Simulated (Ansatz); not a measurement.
Input file for Ansatz (an electronic-structure program): R-wB97M-V/def2-TZVPPD on N2 (SMILES N#N) with ghost functions, monomers drawn apart or pushed together. Files ending in .json are basis or fitting sets from the Basis Set Exchange.

Ansatz 0.2 input:
```yaml
crystal:
  periodic: [false, false, false]
  atoms:
    - {symbol: N, position_ang: [0.24158190, -0.23289790, -1.00821241]}
    - {symbol: N, position_ang: [0.46009790, -0.69625344, -0.04515045]}
basis:
  gaussian:
    orbitals: def2-TZVPPD.json
    ghost_atoms:
      - {symbol: As, position_ang: [-0.46349242, 0.15087264, 3.79732681]}
      - {symbol: H, position_ang: [1.02129571, -0.18612829, 3.86815690]}
      - {symbol: H, position_ang: [-0.84672497, -1.31736022, 3.65335239]}
      - {symbol: H, position_ang: [-0.60823795, 0.10155772, 5.31531309]}
hamiltonian:
  xc: {name: wB97M-V}
scf: {lower_state_search: off}
```

The head of its log:

```
WARN ansatz: RAYON_NUM_THREADS=2 ignored (pool sized by the plan → 2); use --threads N
Functional definition: wB97M-V
these checks for a lower state are left out or cut short: stability, starts, cluster_reference, orbital_swaps, neighbouring_geometries, increment
integrals: 0.10 GiB planned
913 factors; their error is unknown
integrals: 0.14 GiB planned
216 factors; integrals over basis functions are off by at most 4.1e-5 eV
mean field: 0.78 GiB planned
mean field evaluation 1: about -2980.6073 eV, gradient 1.6e1 eV
mean field evaluation 2: about -2980.9955 eV, gradient 6.7e0 eV
```

Q: Give the final energy of this run.

A: -109.5526 hartree.
